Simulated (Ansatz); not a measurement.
`[F][Ti]([F])([F])[O][SiH3]` + `N[AsH2]` → `[SiH3]N[AsH2]` + `[OH][Ti]([F])([F])[F]` at 500 K and 1 bar (ligand exchange at the Si–O bond).

Calculated with Ansatz (gas phase, PBE0-D4/def2-TZVP geometries, no zero-point term in ΔE). CCSD(T)/CBS adds triple-zeta CCSD(T) − MP2 to the extrapolated MP2 energy (def2 sets, frozen cores). For As, Ti outer-core shells are correlated without core-valence functions, which leaves a few kJ/mol of doubt a bond. Scalar relativity is left out up to krypton. One conformer a species, not always the lowest.

```tsv
species	CCSD(T)/CBS energy (Eh)	H − E (kJ/mol)	S (J/(mol·K))
`[F][Ti]([F])([F])[O][SiH3]`	-1514.66287	150.7	479.8
`N[AsH2]`	-2292.09958	135.7	301.1
`[SiH3]N[AsH2]`	-2582.40077	189.6	387.2
`[OH][Ti]([F])([F])[F]`	-1224.33935	93.4	404.0
```

H − E and S are ideal-gas, rigid-rotor, harmonic terms from PBE0-D4/def2-TZVP, for one conformer and one mirror image of each species. 1 Eh = 2625.50 kJ/mol, R = 8.31446 J/(mol·K).

Question: By hand: ΔE, ΔH, ΔS and ΔG.

Answer: ΔE = (-2582.40077) + (-1224.33935) − (-1514.66287) − (-2292.09958) = 0.02233 Eh = 58.6 kJ/mol. Δ(H − E) = 189.6 + 93.4 − 150.7 − 135.7 = -3.4, so ΔH = 55.2 kJ/mol. ΔS = 387.2 + 404.0 − 479.8 − 301.1 = 10.3 J/(mol·K). ΔG = 55.2 − 500 × (10.3)/1000 = 50.1 kJ/mol.

Question: By hand: the equilibrium constant, and the temperature at which ΔG would vanish if ΔH and ΔS stayed fixed.

Answer: log₁₀ K = −ΔG/(RT ln 10) = -5.2. ΔG = 0 at ΔH/ΔS = 5359 K, far beyond where these terms or the molecules hold.

The number of gas molecules stays the same, so ΔS is small and ΔH decides. A doubt of 5 kJ/mol in ΔE shifts log₁₀ K by 0.5 here. Other conformers and mirror images would add mixing entropy, several J/(mol·K) or more a flexible species. Modes under 60 cm⁻¹, often nearly free rotors, make the harmonic entropy too high. These are equilibria of isolated gas molecules and say nothing of rates. Largest T1 diagnostic: 0.023 (customary marks: 0.02 for closed shells, 0.045 for open ones).
